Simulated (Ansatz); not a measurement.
Computed with Ansatz on PBE0-D4/def2-TZVP structures; ΔE is electronic, products minus reactants. CBS: MP2 limit from def2 TZ/QZ plus the TZ coupled-cluster correction, frozen cores. This one scheme is used for every species. Functionals use def2-TZVPP. Each species was taken in one conformer, which may not be the lowest.

Consider the silylene loss: `O=CB[SiH3]` → `BC=O` + `[SiH2]`.

(1) Is it downhill or uphill in electronic energy at CCSD(T)/CBS, and by how much? (An estimate is asked.)

(2) What do these levels give: r2SCAN-D4, B2PLYP, revPBE, PBE0, r2SCANh, RPA@PBE/def2-TZVPP? (An estimate is asked.)

Largest T1 diagnostic among the species: 0.021, so the coupled-cluster value is less sure than usual.

## Answers

(1) Computed: Uphill: ΔE = +226.0 kJ/mol.

(2) The calculation gave: r2SCAN-D4 252.2, B2PLYP 220.5, revPBE 219.8, PBE0 238.6, r2SCANh 249.3, RPA@PBE/def2-TZVPP 201.7 kJ/mol.

At CCSD(T), def2-SVP lies −12.1 kJ/mol from the extrapolated value and def2-TZVPP −6.3 kJ/mol. From PBE to PBE0 (25 % exact exchange), in def2-TZVPP and without D4, ΔE moves by +4.0 kJ/mol. In def2-TZVPP, CCSD(T) changes the Hartree–Fock value by +20.6 kJ/mol (the triples alone add +5.9 kJ/mol) and MP2 by +34.0 kJ/mol.
